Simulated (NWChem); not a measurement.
All runs are NWChem calculations. System: F3Sc, charge 0, spin multiplicity 1, at a geometry optimised with PBE/def2-SVP. The structure started from a generated list of species. Level: constrained B3LYP/def2-SVP, VWN1-RPA local correlation.

Part of the output:

```
             Northwest Computational Chemistry Package (NWChem) 7.3.0
             --------------------------------------------------------

                                NWChem Input Module
                                -------------------

 Scaling coordinates for geometry "geometry" by  1.889725989
 (inverse scale =  0.529177249)

                             Geometry "geometry" -> ""
                             -------------------------

 Output coordinates in angstroms (scale by  1.889725989 to convert to a.u.)

  No.       Tag          Charge          X              Y              Z
 ---- ---------------- ---------- -------------- -------------- --------------
    1 Sc                  21.0000     0.00000000     0.00000000     0.00000700
    2 F                    9.0000     0.00000000     0.00000000     1.83248300
    3 F                    9.0000    -1.58696200     0.00000000    -0.91625000
    4 F                    9.0000     1.58696200     0.00000000    -0.91625000

 Effective nuclear repulsion energy (a.u.)     204.2508348929

            Nuclear Dipole moment (a.u.)
            ----------------------------
        X                 Y               Z
 ---------------- ---------------- ----------------
     0.0000000000     0.0000000000    -0.0000113384


 Summary of "ao basis" -> "" (spherical)
 ------------------------------------------------------------------------------
       Tag                 Description            Shells   Functions and Types
 ---------------- ------------------------------  ------  ---------------------
 *                          def2-svp                  on all atoms

                                 NWChem DFT Module
                                 -----------------

 Summary of "ao basis" -> "ao basis" (spherical)
 ------------------------------------------------------------------------------
       Tag                 Description            Shells   Functions and Types
 ---------------- ------------------------------  ------  ---------------------
 Sc                         def2-svp                11       31   5s3p2d1f
 F                          def2-svp                 6       14   3s2p1d

 Summary of "ao basis" -> "ao basis" (spherical)
 ------------------------------------------------------------------------------
       Tag                 Description            Shells   Functions and Types
 ---------------- ------------------------------  ------  ---------------------
[...]
    63      0.316537  4 F  px                66     -0.208372  4 F  px
    11      0.110193  1 Sc pz                51     -0.108012  3 F  pz
    37     -0.095515  2 F  pz                54      0.090727  3 F  pz
    40      0.083827  2 F  pz                14     -0.075794  1 Sc pz

 Vector   25  Occ=0.000000D+00  E=-8.040531D-02
              MO Center= -4.8D-02, -3.1D-08,  2.8D-02, r^2= 2.5D+00
   Bfn.  Coefficient  Atom+Function         Bfn.  Coefficient  Atom+Function
  ----- ------------  ---------------      ----- ------------  ---------------
     4      0.620241  1 Sc s                 19     -0.481963  1 Sc d  2
     3     -0.348900  1 Sc s                 24     -0.315112  1 Sc d  2
    17     -0.287726  1 Sc d  0              22     -0.164386  1 Sc d  0
     5      0.080815  1 Sc s                 12     -0.072531  1 Sc px
     2      0.069880  1 Sc s                 66     -0.067397  4 F  px

 Vector   26  Occ=0.000000D+00  E=-2.989408D-02
              MO Center= -4.5D-02, -1.4D-11,  2.6D-02, r^2= 1.2D+00
   Bfn.  Coefficient  Atom+Function         Bfn.  Coefficient  Atom+Function
  ----- ------------  ---------------      ----- ------------  ---------------
    16      0.688624  1 Sc d -1              15      0.397695  1 Sc d -2
    21      0.316735  1 Sc d -1              20      0.182920  1 Sc d -2
    36      0.170568  2 F  py                50     -0.170596  3 F  py
    39     -0.151793  2 F  py                53      0.151817  3 F  py

 Vector   27  Occ=0.000000D+00  E=-2.350731D-02
              MO Center=  2.3D-02,  2.7D-09, -1.3D-02, r^2= 1.3D+00
   Bfn.  Coefficient  Atom+Function         Bfn.  Coefficient  Atom+Function
  ----- ------------  ---------------      ----- ------------  ---------------
    15      0.686057  1 Sc d -2              16     -0.396214  1 Sc d -1
    20      0.304294  1 Sc d -2              64      0.210959  4 F  py
    67     -0.180788  4 F  py                21     -0.175739  1 Sc d -1
    36     -0.106771  2 F  py                50     -0.106725  3 F  py
    39      0.096191  2 F  py                53      0.096150  3 F  py

     ---------------------------------------------
      Total Density - Mulliken Population Analysis
     ---------------------------------------------

    Atom       Charge   Shell Charges
 -----------   ------   -------------------------------------------------------
    1 Sc  21    19.83   2.00  2.00  2.00  0.12 -0.01  6.00  6.02  0.30  0.75  0.55  0.10
    2 F    9     9.44   1.99  1.12  0.82  3.33  2.17  0.00
    3 F    9     9.44   1.99  1.12  0.82  3.33  2.17  0.00
    4 F    9     9.30   1.99  1.14  0.81  3.30  2.06  0.00

     -------------------------------------------
      Total Density - Lowdin Population Analysis
     -------------------------------------------

    Atom       Charge   Shell Charges
 -----------   ------   -------------------------------------------------------
    1 Sc  21    20.63   2.00  2.00  1.88  0.21  0.04  5.99  5.80  0.66  0.69  1.00  0.35
    2 F    9     9.16   1.98  1.00  0.75  3.22  2.21  0.00
    3 F    9     9.16   1.98  1.00  0.75  3.22  2.21  0.00
    4 F    9     9.04   1.98  1.01  0.75  3.17  2.13  0.00

 center of mass
 --------------
 x =   0.00000000 y =   0.00000000 z =  -0.00000015

 moments of inertia (a.u.)
 ------------------
         341.734285277434           0.000000000000           0.000000000000
           0.000000000000         683.460070213519           0.000000000000
           0.000000000000           0.000000000000         341.725784936084

     Multipole analysis of the density
     ---------------------------------

     L   x y z        total         alpha         beta         nuclear
     -   - - -        -----         -----         ----         -------
     0   0 0 0     -0.000000    -24.000000    -24.000000     48.000000

     1   1 0 0      0.359196      0.179598      0.179598      0.000000
     1   0 1 0      0.000000      0.000000      0.000000      0.000000
     1   0 0 1     -0.207356     -0.103672     -0.103672     -0.000011

     2   2 0 0    -27.010591    -94.447166    -94.447166    161.883741
     2   1 1 0      0.000000      0.000000      0.000000      0.000000
     2   1 0 1     -0.699587     -0.349793     -0.349793      0.000000
     2   0 2 0    -18.455591     -9.227796     -9.227796      0.000000
     2   0 1 1     -0.000000     -0.000000     -0.000000      0.000000
     2   0 0 2    -27.818595    -94.853182    -94.853182    161.887768

 Task  times  cpu:        2.1s     wall:        2.1s

 Total times  cpu:        2.1s     wall:        2.1s
```

Q: Write an NWChem input that would produce this output.

A: One answer among several that fit: 
```
start mol
memory heap 200 mb stack 900 mb global 1100 mb
geometry units angstroms nocenter noautoz noautosym
  Sc     0.000000     0.000000     0.000007
  F      0.000000     0.000000     1.832483
  F     -1.586962     0.000000    -0.916250
  F      1.586962     0.000000    -0.916250
end
basis spherical
  * library def2-svp
end
dft
  xc b3lyp
  semidirect memsize 60000000 filesize 0
  iterations 100
  convergence nolevelshifting
  cdft 4 4 charge -0.6 pop becke
end
task dft energy
```
